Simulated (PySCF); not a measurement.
## `C[C@H]1C(=C)[C@H](C)C1S`, C7H12S

Geometry:
| atom | x (Å) | y (Å) | z (Å) |
| --- | --- | --- | --- |
| C1 | 0.186 | 1.883 | -1.208 |
| C2 | 0.069 | 0.743 | -0.563 |
| C3 | 0.949 | 0.009 | 0.423 |
| C4 | 2.408 | -0.194 | 0.050 |
| C5 | 0.015 | -1.207 | 0.262 |
| S6 | -0.552 | -2.051 | 1.764 |
| C7 | -0.976 | -0.348 | -0.563 |
| C8 | -2.281 | 0.037 | 0.119 |
| H9 | 1.039 | 2.526 | -1.071 |
| H10 | -0.567 | 2.222 | -1.900 |
| H11 | 0.885 | 0.445 | 1.425 |
| H12 | 2.947 | 0.748 | 0.108 |
| H13 | 2.872 | -0.904 | 0.731 |
| H14 | 2.489 | -0.577 | -0.965 |
| H15 | 0.466 | -2.002 | -0.332 |
| H16 | -0.941 | -0.956 | 2.414 |
| H17 | -1.195 | -0.770 | -1.547 |
| H18 | -2.090 | 0.574 | 1.046 |
| H19 | -2.859 | 0.686 | -0.535 |
| H20 | -2.869 | -0.851 | 0.340 |

Level of theory: TDDFT wB97X-D/def2-SVPD circular dichroism and optical rotation, one conformer, gas phase in PySCF 2.14.0. Geometry: GFN2-xTB.

The molecule is flexible and this is one conformer; a measurement averages over conformers.

(1) Draw the ECD and absorption spectra from the lowest 16 states, each a Gaussian of half-width 0.3 eV at 1/e height.

Answers

(1) 
```tsv
E (eV)	λ (nm)	Δε (L mol⁻¹ cm⁻¹)	ε (L mol⁻¹ cm⁻¹)
5.22	238	-0.02	3.97
5.32	233	-0.06	10.9
5.42	229	-0.14	24.2
5.52	225	-0.24	44.9
5.62	221	-0.34	75.5
5.72	217	-0.37	131
5.82	213	-0.30	254
5.92	210	-0.16	500
6.02	206	+0.01	884
6.12	203	+0.15	1320
6.22	199	+0.17	1650
6.32	196	-0.06	1910
6.42	193	-0.75	2520
6.52	190	-2.15	4260
6.62	187	-4.25	7700
6.72	185	-6.29	12400
6.82	182	-6.91	16400
6.92	179	-5.23	17900
7.02	177	-2.42	16200
7.12	174	-1.44	12600
7.22	172	-4.22	9160
7.32	169	-9.24	6760
7.42	167	-12.85	5340
7.52	165	-13.17	4620
7.62	163	-11.64	4440
7.72	161	-10.66	4660
7.82	159	-10.72	4980
7.92	157	-10.56	5120
8.02	155	-9.78	5080
8.12	153	-10.56	5180
8.22	151	-16.02	5810
8.32	149	-26.47	6860
```
Δε uses R in velocity form, ε uses f in length form. Only the states computed contribute, so the short-wavelength end is incomplete.
